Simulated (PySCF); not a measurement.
**BiO at PBE0**

Level: PBE0. Bi cc-pVTZ-PP with ECP60, O cc-pVTZ; scalar-relativistic core potentials (PySCF 2.14).

- state: ⁴Π (quartet), unpaired electrons π ↑↑↑, a second solution, started from another occupation
- bond length: 2.140 Å
- harmonic wavenumber: 535 cm⁻¹
- force constant: 2.50 mdyn/Å
- rotational constant Be: 0.2478 cm⁻¹
- anharmonicity ωexe: 2.34 cm⁻¹
- vibration–rotation constant αe: 0.00153 cm⁻¹
- energy of the minimum from ground-state Bi + O: -2.05 eV
- bond order (Mayer): 0.97
- dipole moment (positive dipole means Bi(−)O(+)): -2.59 D

Spin–orbit coupling is left out, which matters for elements this heavy, above all for dissociation energies.
